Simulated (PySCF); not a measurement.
Species: CH₁₀BPSi.
Z-matrix (Å and degrees, PBE0-D3(BJ)/def2-SVP geometry), rows numbered from 1:
```
Si
C   1  1.8771
B   2  1.6185  1  109.09
P   3  1.9506  2  109.66  1   179.73
H   1  1.5015  2  111.99  3   179.82
H   1  1.4972  2  110.97  3    59.87
H   1  1.4972  2  110.93  3   -60.24
H   2  1.1048  1  107.15  3   122.68
H   2  1.1048  1  107.18  3  -122.64
H   3  1.2264  2  115.88  1   -66.82
H   3  1.2264  2  115.88  1    66.30
H   4  1.4185  3  118.31  2   -60.01
H   4  1.4167  3  117.36  2   179.93
H   4  1.4186  3  118.27  2    59.93
```

The calculation used core-valence-separated Tamm–Dancoff BHandHLYP/aug-pcX-1 (pcseg-1 on H, def2-SVPD on Si, def2-SVPD on P) in PySCF, non-relativistic, gas phase, PBE0-D3(BJ)/def2-SVP geometry. No shift to experiment was applied.

Question: What does the C 1s absorption edge look like?

Answer: 
```json
{"E (eV)": "284.38", "f": "0.0064", "core hole on": "C2", "main final orbital": "LUMO+1 (51 %)"}
{"E (eV)": "285.15", "f": "0.0047", "core hole on": "C2", "main final orbital": "LUMO+2 (32 %)"}
{"E (eV)": "285.24", "f": "0.0299", "core hole on": "C2", "main final orbital": "LUMO+8 (47 %)"}
{"E (eV)": "285.39", "f": "0.0039", "core hole on": "C2", "main final orbital": "LUMO (32 %)"}
{"E (eV)": "285.71", "f": "0.0193", "core hole on": "C2", "main final orbital": "LUMO+7 (48 %)"}
{"E (eV)": "285.93", "f": "0.0001", "core hole on": "C2", "main final orbital": "LUMO+5 (95 %)"}
{"E (eV)": "285.97", "f": "0.0133", "core hole on": "C2", "main final orbital": "spread"}
```

The first line with a tenth or more of the strongest one's intensity is at 284.38 eV (f = 0.006), with the hole on C2 (sp3 carbon bound to silicon). The strongest listed is at 285.24 eV (f = 0.030; C2).

Question: Give energies, oscillator strengths and core holes at the B K edge.

Answer: 
```csv
E (eV),f,core hole on,main final orbital
188.47,0.0486,B3,spread
189.15,0.0028,B3,LUMO (65 %)
189.28,0.0034,B3,LUMO+4 (62 %)
189.36,0.0016,B3,LUMO+5 (94 %)
189.99,0.0194,B3,LUMO+3 (85 %)
190.08,0.0000,B3,LUMO+1 (57 %)
190.28,0.0121,B3,spread
```

The first line with a tenth or more of the strongest one's intensity is at 188.47 eV (f = 0.049), with the hole on B3 (four-coordinate boron). It is also the strongest listed.

Roots within 0.03 eV whose holes lie on the same, on equivalent or on shared atoms are summed into one line, and the highest roots are left out, as the search may have cut off their partners. Final orbitals are the ground state's empty Kohn–Sham orbitals.

Question: What are the wavelength and the wavenumber of the 285.15 eV line?

Answer: λ = 12398.42 eV Å/285.15 eV = 43.480 Å; 2.2999 × 10⁶ cm⁻¹.

The ionisation thresholds weren't computed; near and above them a finite basis only mimics Rydberg series and continuum.

One conformer stands for the species.
